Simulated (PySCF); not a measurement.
# Radial density of Mg(3+) (magnesium, charge +3)

UHF, [He] 2s2 2p5, 2P determinant. All numbers are calculated (PySCF 2.14, scalar relativity by spin-free X2C-1e, in aug-cc-pVDZ-DK).

| r (bohr) | 4πr²ρ (e/bohr) | 4πr²(ρα − ρβ) |
| --- | --- | --- |
| 0.00208 | 0.06343 | 0.0000 |
| 0.00350 | 0.1708 | 0.0000 |
| 0.00589 | 0.4414 | 0.0000 |
| 0.00990 | 1.110 | 0.0001 |
| 0.0167 | 2.628 | 0.0003 |
| 0.0280 | 5.611 | 0.0015 |
| 0.0471 | 9.993 | 0.0085 |
| 0.0793 | 13.22 | 0.0455 |
| 0.133 | 11.08 | 0.1986 |
| 0.224 | 6.846 | 0.6410 |
| 0.377 | 8.741 | 1.2584 |
| 0.634 | 8.999 | 1.2139 |
| 1.07 | 3.028 | 0.4280 |
| 1.79 | 0.1801 | 0.0268 |
| 3.02 | 0.0008426 | 0.0004 |
| 5.08 | 1.114e-05 | 0.0000 |
| 8.54 | 5.058e-05 | 0.0000 |
| 14.4 | 1.851e-05 | 0.0000 |

Densities and radii are taken from the X2C orbitals without a picture-change correction, which distorts them close to the nucleus.
